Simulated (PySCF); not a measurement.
**C₆ coefficients of unlike pairs at UHF**

Calculated with PySCF 2.14 from the dipole response of each species, C₆(A,B) = (3/π) ∫ α_A(iu) α_B(iu) du, in atomic units, from isotropic polarisabilities. For ions this is the dispersion term alone; charge-induced terms of lower order in 1/R come first.

| species | configuration | basis | relativity | α (bohr³) | C₆ (like pair) |
| --- | --- | --- | --- | --- | --- |
| Ru³⁺ | [Kr] 4d5 (6S) | aug-cc-pVTZ-DK (9s8p6d3f2g) | spin-free X2C | 4.694 | 21.31 |
| N⁺ | [He] 2s2 2p2 (3P) | aug-cc-pVTZ with one added diffuse shell each of s, p, d, f type (6s5p4d3f) | none | 3.935 | 8.272 |
| Zn³⁺ | [Ar] 3d9 (2D) | aug-cc-pVQZ-PP with ECP10MDF (7s7p6d4f3g2h) | core potential | 1.300 | 2.855 |
| N²⁺ | [He] 2s2 2p1 (2P) | def2-TZVPPD (6s3p3d1f) | none | 2.703 | 3.821 |

Problem. Estimate C₆ for N²⁺ with Ru³⁺.

Solution. The integral gives 8.722. The combination rule 2 C_A C_B / (C_A α_B/α_A + C_B α_A/α_B) gives 8.612 and the geometric mean 9.023.

No spin-orbit coupling is included.

The other pairs:

```json
{"pair": "N²⁺, Zn³⁺", "C₆": "2.892"}
{"pair": "Zn³⁺, N⁺", "C₆": "4.268"}
{"pair": "N²⁺, N⁺", "C₆": "5.620"}
{"pair": "Zn³⁺, Ru³⁺", "C₆": "7.501"}
{"pair": "N⁺, Ru³⁺", "C₆": "12.86"}
```
